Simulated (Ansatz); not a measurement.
Molecule (SMILES): [AlH] (AlH) (closed-shell singlet).
Atoms: Al1, H2. Bonds: Al1-H2.

Basis-set convergence of the optimised Al1-H2 bond length at B3LYP with Ansatz (an electronic-structure program). Cartesian d functions, on some or all atoms, in 6-31G*, 6-31+G*; all else is spherical. The program fits the integrals of some runs and decomposes those of others, by size. Core-valence sets carry the plain set on hydrogen. No added dispersion term, no relativity. Reference: the value in aug-cc-pV(5+d)Z, 1.6586 Å, itself unsure by roughly 0.0005 Å (its mean distance from pcseg-4, aug-pcseg-3, aug-cc-pV(Q+d)Z). Deviations are taken from unrounded values.

```
basis              functions  optimised Al1-H2 bond length (Å)  minus reference (Å)
-----------------  ---------  --------------------------------  -------------------
3-21G                     15                            1.6980               0.0393
pcseg-0                   15                            1.6858               0.0272
6-31G*                    21                            1.6731               0.0144
6-31+G*                   25                            1.6731               0.0144
cc-pV(D+d)Z               28                            1.6701               0.0114
def2-SVPD                 32                            1.6656               0.0070
aug-pcseg-1               36                            1.6686               0.0100
aug-cc-pV(D+d)Z           41                            1.6672               0.0086
pcseg-2                   48                            1.6604               0.0017
def2-TZVPD                52                            1.6616               0.0030
6-311++G(3df,3pd)         65                            1.6610               0.0023
def2-TZVPPD               65                            1.6604               0.0018
aug-pcseg-2               73                            1.6595               0.0009
cc-pCVTZ                  73                            1.6629               0.0042
aug-cc-pV(T+d)Z           78                            1.6600               0.0013
pcseg-3                   97                            1.6593               0.0007
def2-QZVPPD              109                            1.6590               0.0004
aug-cc-pV(Q+d)Z          135                            1.6577              -0.0010
```
